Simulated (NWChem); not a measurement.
System: BeNH$_{3}$S; SMILES [NH2][Be][SH]

Here is an NWChem input.

```
start job
memory heap 200 mb stack 900 mb global 1100 mb
geometry units angstroms noautoz
  Be     0.029994    -0.593588     0.000229
  N      0.009751    -2.093028     0.001672
  H      0.003503    -2.677186    -0.825511
  H      0.009874    -2.675198     0.830284
  S      0.103539     1.320622    -0.001298
  H     -1.239760     1.481299     0.003728
end
basis spherical
  Be library def2-svp
  N library def2-svp
  H library def2-svp
  S library def2-svp
end
dft
  xc xwpbe 1.00 cpbe96 1.0 hfexch 1.00
  cam 0.4 cam_alpha 0.0 cam_beta 1.0
  iterations 150
  mulliken
end
task dft energy
```

Excerpt of the output:

```
             Northwest Computational Chemistry Package (NWChem) 7.3.0
             --------------------------------------------------------

 CS  symmetry detected

                             Geometry "geometry" -> ""
                             -------------------------

 Output coordinates in angstroms (scale by  1.889725989 to convert to a.u.)

  No.       Tag          Charge          X              Y              Z
 ---- ---------------- ---------- -------------- -------------- --------------
    1 Be                   4.0000     0.01776492    -0.60117600     0.00000000
    2 N                    7.0000     0.01843446    -2.10075317     0.00000000
    3 H                    1.0000     0.02350421    -2.68390355    -0.82790414
    4 H                    1.0000     0.02350421    -2.68390355     0.82790414
    5 S                   16.0000     0.06460645     1.31387411     0.00000000
    6 H                    1.0000    -1.28081256     1.45579750     0.00000000

 Effective nuclear repulsion energy (a.u.)      66.9338375400

      Symmetry information
      --------------------

 Group name             Cs
 Group number              2
 Group order               2
 No. of unique centers     5

  pbe96 is a nonlocal functional; adding pw91lda local functional.

                                 NWChem DFT Module
                                 -----------------

 Summary of "ao basis" -> "ao basis" (spherical)
 ------------------------------------------------------------------------------
       Tag                 Description            Shells   Functions and Types
 ---------------- ------------------------------  ------  ---------------------
 Be                         def2-svp                 5        9   3s2p
 N                          def2-svp                 6       14   3s2p1d
 H                          def2-svp                 3        5   2s1p
 S                          def2-svp                 8       18   4s3p1d

      Symmetry analysis of basis
      --------------------------

        a'         39
        a"         17

            General Information
            -------------------
          SCF calculation type: DFT
          Wavefunction type:  closed shell.
          No. of atoms     :     6
          No. of electrons :    30
           Alpha electrons :    15
            Beta electrons :    15
          Charge           :     0
          Spin multiplicity:     1
          Use of symmetry is: on ; symmetry adaption is: on
          Maximum number of iterations: 150
          AO basis - number of functions:    56
                     number of shells:    28
          Convergence on energy requested:  1.00D-06
          Convergence on density requested:  1.00D-05
          Convergence on gradient requested:  5.00D-04

              XC Information
              --------------
                     Hartree-Fock (Exact) Exchange  1.000
                     LC-wPBE(h)Exchange Functional  1.000
            Perdew 1991 LDA Correlation Functional  1.000 local
           PerdewBurkeErnz. Correlation Functional  1.000 non-local

           Range-Separation Parameters
           ---------------------------
           Alpha           :  0.00
           Beta            :  1.00
           Gamma           :  0.40
           Short-Range HF  :     F

             Grid Information
             ----------------
          Grid used for XC integration:  medium
          Radial quadrature: Mura-Knowles
          Angular quadrature: Lebedev.
          Tag              B.-S. Rad. Rad. Pts. Rad. Cut. Ang. Pts.
          ---              ---------- --------- --------- ---------
          Be                  1.05       49           8.0       434
          N                   0.65       49          10.0       434
          H                   0.35       45          11.0       434
          S                   1.00       88          11.0       590
          Grid pruning is: on
          Number of quadrature shells:   276
          Spatial weights used:  Erf1

      Superposition of Atomic Density Guess
      -------------------------------------

 Sum of atomic energies:        -467.64306393

      Non-variational initial energy
      ------------------------------

 Total energy =    -468.611794
 1-e energy   =    -775.727593
 2-e energy   =     240.181961
 HOMO         =      -0.335209
 LUMO         =      -0.004551

      Symmetry analysis of molecular orbitals - initial
      -------------------------------------------------

  Numbering of irreducible representations:

     1 a'          2 a"

  Orbital symmetries:

     1 a'          2 a'          3 a'          4 a'          5 a'
     6 a"          7 a'          8 a'          9 a'         10 a"
    11 a'         12 a'         13 a'         14 a'         15 a"
    16 a'         17 a'         18 a"         19 a'         20 a'
    21 a"         22 a'         23 a'         24 a'         25 a"

     ---------------------------------------------
      Total Density - Mulliken Population Analysis
     ---------------------------------------------

    Atom       Charge   Shell Charges
 -----------   ------   -------------------------------------------------------
    1 Be   4     3.38   1.99  0.53  0.06  0.67  0.13
    2 N    7     7.92   1.99  1.04  0.43  2.69  1.77  0.00
    3 H    1     0.73   0.58  0.11  0.05
    4 H    1     0.73   0.58  0.11  0.05
    5 S   16    16.47   2.00  1.99  1.20  0.61  5.94  1.83  2.87  0.02
    6 H    1     0.77   0.56  0.18  0.03

   convergence    iter        energy       DeltaE   RMS-Dens  Diis-err
 ---------------- ----- ----------------- --------- --------- ---------
 d= 0,ls=0.0,diis     1   -469.1362091926 -5.36D+02  1.21D-02  5.00D-01
 d= 0,ls=0.0,diis     2   -469.1724905735 -3.63D-02  4.58D-03  2.24D-01
 d= 0,ls=0.0,diis     3   -469.1955863587 -2.31D-02  1.32D-03  9.87D-03
 d= 0,ls=0.0,diis     4   -469.1970366776 -1.45D-03  4.59D-04  3.44D-04
 d= 0,ls=0.0,diis     5   -469.1971375953 -1.01D-04  2.06D-04  3.73D-05
  Resetting Diis
 d= 0,ls=0.0,diis     6   -469.1971520796 -1.45D-05  4.64D-05  2.11D-06
 d= 0,ls=0.0,diis     7   -469.1971530206 -9.41D-07  1.14D-05  1.78D-07
 d= 0,ls=0.0,diis     8   -469.1971530819 -6.13D-08  4.03D-06  2.52D-08

         Total DFT energy =     -469.197153081900
      One electron energy =     -778.871803116616
           Coulomb energy =      279.164823348413
    Exchange-Corr. energy =      -36.424010853655
 Nuclear repulsion energy =       66.933837539958

 Numeric. integr. density =       29.999998050454

                  Occupations of the irreducible representations
                  ----------------------------------------------

                     irrep           alpha         beta
                     --------     --------     --------
                     a'               12.0         12.0
                     a"                3.0          3.0

                       DFT Final Molecular Orbital Analysis
                       ------------------------------------

 Vector   13  Occ=2.000000D+00  E=-4.290335D-01  Symmetry=a'
              MO Center=  5.1D-02,  1.2D+00, -1.5D-15, r^2= 1.8D+00
   Bfn.  Coefficient  Atom+Function         Bfn.  Coefficient  Atom+Function
  ----- ------------  ---------------      ----- ------------  ---------------
    45      0.442313  5 S  py                42      0.377257  5 S  py
     5      0.267850  1 Be py                37      0.220498  5 S  s
    39      0.218145  5 S  py                36      0.194410  5 S  s
    44      0.177042  5 S  px                 2     -0.154387  1 Be s
    41      0.147245  5 S  px                35     -0.133145  5 S  s

 Vector   14  Occ=2.000000D+00  E=-3.819068D-01  Symmetry=a'
              MO Center=  2.9D-02, -1.9D+00, -3.8D-16, r^2= 1.5D+00
   Bfn.  Coefficient  Atom+Function         Bfn.  Coefficient  Atom+Function
  ----- ------------  ---------------      ----- ------------  ---------------
    13      0.545281  2 N  px                16     -0.459103  2 N  px
     4      0.164191  1 Be px                 7     -0.099663  1 Be px
    44      0.085000  5 S  px                37      0.070878  5 S  s
    53     -0.064865  6 H  s                 45      0.058454  5 S  py
    41      0.052245  5 S  px                52     -0.052245  6 H  s

 Vector   15  Occ=2.000000D+00  E=-3.695682D-01  Symmetry=a"
              MO Center=  3.9D-02,  1.2D+00,  2.8D-16, r^2= 1.7D+00
   Bfn.  Coefficient  Atom+Function         Bfn.  Coefficient  Atom+Function
  ----- ------------  ---------------      ----- ------------  ---------------
    46      0.618148  5 S  pz                43      0.435726  5 S  pz
    40      0.250727  5 S  pz                 6     -0.126949  1 Be pz
     9      0.086409  1 Be pz                18     -0.043095  2 N  pz
    25      0.031253  3 H  s                 30     -0.031253  4 H  s
    48     -0.028508  5 S  d -1              15      0.025375  2 N  pz

 Vector   16  Occ=0.000000D+00  E= 7.498119D-02  Symmetry=a'
              MO Center= -1.1D-01, -5.6D-01, -2.0D-16, r^2= 6.8D+00
   Bfn.  Coefficient  Atom+Function         Bfn.  Coefficient  Atom+Function
  ----- ------------  ---------------      ----- ------------  ---------------
     3      1.440084  1 Be s                 37     -0.628223  5 S  s
    12     -0.502196  2 N  s                  2     -0.258023  1 Be s
    53      0.226036  6 H  s                 45      0.222803  5 S  py
    44      0.185884  5 S  px                36     -0.168905  5 S  s
    11     -0.155043  2 N  s                 35      0.136682  5 S  s

 Vector   17  Occ=0.000000D+00  E= 9.737383D-02  Symmetry=a"
              MO Center=  1.6D-02, -4.7D-01, -4.2D-12, r^2= 4.3D+00
   Bfn.  Coefficient  Atom+Function         Bfn.  Coefficient  Atom+Function
  ----- ------------  ---------------      ----- ------------  ---------------
     9      0.808090  1 Be pz                 6     -0.440102  1 Be pz
    46     -0.418937  5 S  pz                25      0.246325  3 H  s
    30     -0.246325  4 H  s                 43     -0.159861  5 S  pz
    24      0.124063  3 H  s                 29     -0.124063  4 H  s
    40     -0.094981  5 S  pz                48     -0.064819  5 S  d -1

 Vector   18  Occ=0.000000D+00  E= 1.060557D-01  Symmetry=a'
              MO Center= -2.3D-01, -3.9D-01,  4.7D-12, r^2= 4.5D+00
   Bfn.  Coefficient  Atom+Function         Bfn.  Coefficient  Atom+Function
  ----- ------------  ---------------      ----- ------------  ---------------
     7      0.756695  1 Be px                53      0.593492  6 H  s
     4     -0.386278  1 Be px                37     -0.372633  5 S  s
    16     -0.359644  2 N  px                13      0.230570  2 N  px
    52      0.229833  6 H  s                  3     -0.178647  1 Be s
    44      0.178423  5 S  px                45     -0.152863  5 S  py

     ---------------------------------------------
      Total Density - Mulliken Population Analysis
     ---------------------------------------------

    Atom       Charge   Shell Charges
 -----------   ------   -------------------------------------------------------
    1 Be   4     3.69   1.99  0.45  0.00  1.02  0.23
    2 N    7     7.43   1.99  0.95  0.42  2.49  1.58  0.01
    3 H    1     0.85   0.70  0.11  0.05
    4 H    1     0.85   0.70  0.11  0.05
    5 S   16    16.28   2.00  1.98  1.19  0.62  5.92  1.86  2.66  0.04
    6 H    1     0.90   0.69  0.17  0.03

     -------------------------------------------
      Total Density - Lowdin Population Analysis
     -------------------------------------------

    Atom       Charge   Shell Charges
 -----------   ------   -------------------------------------------------------
    1 Be   4     3.92   1.96  0.42  0.14  0.93  0.47
    2 N    7     7.27   1.97  0.69  0.44  2.29  1.87  0.02
    3 H    1     0.92   0.59  0.20  0.12
    4 H    1     0.92   0.59  0.20  0.12
    5 S   16    15.99   2.00  1.95  0.93  0.65  5.81  1.93  2.67  0.05
    6 H    1     0.99   0.60  0.30  0.08

     Multipole analysis of the density
     ---------------------------------

     L   x y z        total         alpha         beta         nuclear
     -   - - -        -----         -----         ----         -------
     0   0 0 0     -0.000000    -15.000000    -15.000000     30.000000

     1   1 0 0     -0.405862     -0.202931     -0.202931      0.000000
     1   0 1 0     -0.884524     -0.442262     -0.442262     -0.000000
     1   0 0 1     -0.000000     -0.000000     -0.000000      0.000000

     2   2 0 0    -18.341795    -12.227748    -12.227748      6.113701
     2   1 1 0     -1.531335      0.924191      0.924191     -3.379716
     2   1 0 1      0.000000      0.000000      0.000000      0.000000
     2   0 2 0    -17.477535   -145.303522   -145.303522    273.129509
     2   0 1 1     -0.000000     -0.000000     -0.000000      0.000000
     2   0 0 2    -18.232175    -11.563785    -11.563785      4.895395
```

Level: LC-wPBE (HJS exchange hole, range parameter 0.4 per bohr)/def2-SVP. Structure relaxed at the B3LYP/6-31G* (spherical d) level.
